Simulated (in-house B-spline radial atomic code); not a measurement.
How numerical settings move a run on neutral tin, [Kr] 4d10 5s2 5p2. Computed with an all-electron radial atomic-structure program (B-spline basis): non-relativistic RPBE, spherical fractional occupations, point nucleus.

Command:
```bash
python run_scf.py task.json out
```
Settings of the sound reference run:
```
Z                50
electrons        50
configuration    [Kr] 4d10 5s2 5p2
hamiltonian      nr
method           rpbe,pbe
spin_polarised   False
knot_spacing     0.22
spline_order     8
gauss_points     12
box_radius       50
max_iterations   70
damping          0.5
damped_steps     3
diis_vectors     10
tolerance        1e-08
start            Thomas-Fermi
```

Cost of the run: 0.19 s on 1 thread of Intel(R) Xeon(R) 6975P-C, with other jobs on the host.

It converges in 10 iterations to -6025.154422 hartree, with 5p at -3.72427 eV. The other runs change the listed settings, some to values that make no sense; their results aren't properties of the atom or ion. Radii are in bohr (the nuclear one in fm), a minus after a letter asks for a j subshell, and «unchanged» means within 1e-8 hartree. The run stops when the residual is below 10 × tolerance × max(1, Z/10), or a noise floor if that is larger, and the energy moves by less than 1e-8 × √|E| hartree; so very loose and very tight tolerances often act alike.

| changed settings | outcome |
| --- | --- |
| diis_vectors = 20 | converged in 10 iterations, energy unchanged |
| first_knot = 0.06 | converged in 10 iterations, energy +5.39e-03 hartree from the reference, 5p level -2.6e-05 eV |
| box_radius = 3 | converged in 9 iterations, energy +2.46e+00 hartree from the reference, 5p level +2.8e+01 eV (the program warns: 5p has a positive eigenvalue: unbound, held by the box; 5s has a positive eigenvalue: unbound, held by the box) |
| knot_spacing = 0.15, max_iterations = 50, damping = 0.95, damped_steps = 0 | converged in 9 iterations, energy -7.22e-06 hartree from the reference, 5p level +9.7e-07 eV |
| first_knot = 0.006 | converged in 10 iterations, energy +1.49e-06 hartree from the reference, 5p level -1.4e-06 eV |
| diis_vectors = 1 | not converged after 70 iterations, last residual 1.3e+00, last energy +3.90e+01 hartree from the reference |
| electrons = 58, configuration = [Kr] 4d10 5s2 5p2 7s2 7p6, max_iterations = 60 | converged in 18 iterations to -6024.3979 hartree, a different physical problem (warning: 5p has a positive eigenvalue: unbound, held by the box) |
| box_radius = 5 | converged in 10 iterations, energy +1.71e-01 hartree from the reference, 5p level +3.7e+00 eV (the program warns: 5p reaches the box edge; 4d reaches the box edge) |
| box_radius = 2 | converged in 9 iterations, energy +1.60e+01 hartree from the reference, 5p level +1.2e+02 eV (the program warns: 5p has a positive eigenvalue: unbound, held by the box; 4d has a positive eigenvalue: unbound, held by the box) |
| gauss_points = 8, max_iterations = 100, damping = 0.8 | converged in 11 iterations, energy unchanged, 5p level +1.3e-05 eV |
| first_knot = 2e-06 | converged in 9 iterations, energy +4.67e-06 hartree from the reference, 5p level +4.0e-04 eV |
| knot_spacing = 0.55, max_iterations = 75, damping = 0, tolerance = 1e-05, start = bare nucleus | converged in 13 iterations, energy +3.34e-01 hartree from the reference, 5p level -6.6e-04 eV |
| box_radius = 10 | converged in 10 iterations, energy +8.75e-04 hartree from the reference, 5p level +6.3e-02 eV (the program warns: 5p reaches the box edge; 5s reaches the box edge) |
| box_radius = 15 | converged in 10 iterations, energy +4.84e-06 hartree from the reference, 5p level +7.2e-04 eV (the program warns: 5p reaches the box edge) |
| first_knot = 0.002 | converged in 10 iterations, energy +1.63e-06 hartree from the reference, 5p level -1.7e-06 eV |
| box_radius = 2, max_iterations = 8, diis_vectors = 4, tolerance = 1e-05 | converged in 8 iterations, energy +1.60e+01 hartree from the reference, 5p level +1.2e+02 eV (the program warns: 5p has a positive eigenvalue: unbound, held by the box; 4d has a positive eigenvalue: unbound, held by the box) |
| box_radius = 7.5 | converged in 10 iterations, energy +1.11e-02 hartree from the reference, 5p level +4.7e-01 eV (the program warns: 5p reaches the box edge; 5s reaches the box edge) |
| diis_vectors = 2 | converged in 13 iterations, energy unchanged, 5p level -7.1e-07 eV |

(1) What happens with box_radius = 25?

(2) What happens with electrons = 55, configuration = [Kr] 4d10 5s2 5p7, max_iterations = 50?

(3) What happens with first_knot = 2e-05?

(4) What happens with hamiltonian = dirac, method = hf, spin_polarised = True, nucleus = fermi, rms_radius = 4.6519, mass_number = 120, atomic_mass = 119.9022, speed_of_light = 137.036?

Results:

(1) Converged in 10 iterations, energy unchanged, 5p level -2.5e-06 eV.

(2) Stopped with error: shell 5p holds at most 6 electrons.

(3) Converged in 9 iterations, energy +3.32e-06 hartree from the reference, 5p level +4.0e-04 eV.

(4) Stopped with error: spin polarisation is not served with the Dirac Hamiltonian.
